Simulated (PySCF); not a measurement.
How methods differ on the interval between two levels of C

C [He] 2s2 2p2 [3P2, M_J = 2] → C [He] 2s1 2p3 [5S2, M_J = 2], as a difference of total energies. Computed with PySCF 2.14 in x2c-TZVPall-2c (5s3p2d1f, 31 functions), with the two-component X2C-1e Hamiltonian. Correlated levels: 1s2 frozen. "Screened" scales the spin-orbit matrix elements by Boettger's factors to mimic the two-electron term; Breit and QED terms are absent.

```csv
method,interval between two levels (cm⁻¹),error (cm⁻¹)
GHF (spin-free),20229,-13463
GMP2 (spin-free),29487,-4205
GHF (screened spin-orbit),20209,-13483
GMP2 (screened spin-orbit),29467,-4224
```

Reference: 33692 cm⁻¹ (measured; NIST Handbook of Basic Atomic Spectroscopic Data (Sansonetti and Martin, J. Phys. Chem. Ref. Data 34, 1559 (2005))).

Errors of the correlated levels include the incompleteness of this basis and the frozen core.

The labels give the starting determinants; with spin-orbit coupling the two ends relaxed to ⟨J²⟩ = 6.01, ⟨L²⟩ = 2.00, ⟨S²⟩ = 2.01 and ⟨J²⟩ = 6.00, ⟨L²⟩ = 0.00, ⟨S²⟩ = 6.00.
